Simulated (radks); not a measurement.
Problem. Ionisation of neutral osmium, [Xe] 4f14 5d6 6s2, to [Xe] 4f14 5d6 6s1 as the strength of local exchange is varied. Method: scalar-relativistic Kohn-Sham, Slater X-alpha exchange (alpha = 2/3 is LDA exchange), no correlation, spin-unpolarised, spherical densities, point nucleus; computed with a radial shooting solver on a logarithmic mesh with Libxc functionals.

| alpha | E(Os) (hartree) | exchange (hartree) | IE (eV) | -e of the level emptied (eV) | <r> of it (bohr) |
|---|---|---|---|---|---|
| 0.565 | -17187.1043 | -270.6857 | 8.088 | 4.729 (6s) | 3.087 |
| 0.98 | -17388.2107 | -475.3653 | 11.154 | 7.535 (6s) | 2.810 |
| 1.016 | -17405.7736 | -493.3528 | 11.442 | 7.805 (6s) | 2.788 |
| 1.039 | -17417.0041 | -504.8641 | 11.628 | 7.980 (6s) | 2.774 |
| x | -17236.3015 | -320.5349 | 8.796 | 5.364 (6s) | 3.015 |

Which alpha was used in the last row?

Solution. alpha = 0.667. NIST Atomic Spectra Database: 8.438 eV (measured). The Delta-SCF value meets it near alpha = 0.62. Spin polarisation and multiplet splitting are left out, so open shells lie too high by an amount that depends on their filling. Spin-orbit splitting is averaged out at the scalar-relativistic level.

Beside tabulated values, note that spin-unpolarised runs miss the spin-polarisation part of the exchange energy of open shells.
